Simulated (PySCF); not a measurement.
SMILES O(C(=O)C)C[CH2] (C4H7O2), doublet (CAM-B3LYP/def2-SVP optimised geometry):

```
13

C     -1.732     0.058    -3.982
C     -0.371    -0.390    -3.598
O      0.061     0.172    -2.346
C     -0.432    -0.399    -1.235
C      0.082     0.288     0.000
O     -1.181    -1.338    -1.252
H     -2.541    -0.656    -4.144
H     -1.950     1.127    -4.042
H      0.384    -0.033    -4.317
H     -0.318    -1.485    -3.538
H     -0.244     1.338     0.000
H      1.181     0.288     0.000
H     -0.300    -0.224     0.890
```

Computed with PySCF 2.14.0 with unrestricted CAM-B3LYP/def2-TZVP.

Task: What are the frontier orbital energies (α orbitals alone; a β orbital can be the lowest empty one) and the dipole moment?

Result: HOMO-2 -10.30 eV, HOMO-1 -9.53 eV, HOMO -7.99 eV, LUMO 1.58 eV, LUMO+1 2.16 eV; dipole moment 1.83 D.

On the same geometry unrestricted PBE/def2-TZVP (PySCF) gives HOMO-2 -7.34 eV, HOMO-1 -6.36 eV, HOMO -5.22 eV, LUMO -0.77 eV, LUMO+1 0.64 eV; dipole moment 1.75 D.

Meta-Löwdin charges at CAM-B3LYP/def2-TZVP: C1 -0.24, C2 0.00, O3 -0.36, C4 0.54, C5 -0.38, O6 -0.47, H7 0.13, H8 0.12, H9 0.13, H10 0.13, H11 0.14, H12 0.14, H13 0.14.
